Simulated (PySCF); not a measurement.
A calculated (BP86, PySCF 2.14, cc-pVDZ-DK, the spin-free X2C one-electron Hamiltonian (Gaussian nucleus)) atom or ion has these occupied shells.

```csv
shell,electrons,orbital energy (eV),"rms radius, mean of both spins (bohr)"
1s,2,-1281.7,0.151
2s,2,-100.17,0.758
2p,6,-66.928,0.773
```

Task: Name the element and its charge.

Result: Mg²⁺ (magnesium, charge +2), in [Ne], closed-shell 1S.
